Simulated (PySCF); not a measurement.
# Trend along the second period: MP molecules

CCSD(T) with double-zeta basis sets in PySCF, for the lowest determinant that a PBE0 search found; no spin–orbit coupling. De refers to high-spin ground-configuration atoms.

```
 M       basis  reference, frozen orbitals  state (unpaired electrons)  Re (Å)  ωe (cm⁻¹)  De (eV)
Li   def2-SVPD                      UHF, 5              triplet (π ↑↑)   2.371        465     1.36
Be     pcseg-1                      UHF, 5         quartet (σ ↑, π ↑↑)   2.113        555     0.50
 B  x2c-SVPall                     ROHF, 6          triplet (σ ↑, π ↑)   1.761        958     2.91
 N     pcseg-1                      RHF, 6      singlet (closed shell)   1.511       1312     5.28
 O    def2-SVP                     ROHF, 6               doublet (π ↑)   1.509       1193     4.98
```

The shortest bond is that of PO (1.509 Å), the longest that of LiP (2.371 Å).

The rows differ in basis set, which adds steps of its own.

The state changes along the series, so neighbouring rows are not always alike in their bonding.

Correlated steps freeze the inner cores (5 to 6 orbitals); shallow outer-core shells are correlated. UHF and ROHF references stand side by side, which adds small steps between rows. Weak bonds: BeP. Basis-set superposition, not corrected here, can be much of De in a small basis, most of all at correlated wavefunction levels. Where the molecule has an RHF reference, its open-shell atoms are computed with UHF. States were picked by a PBE0 search and need not be the measured ground states.
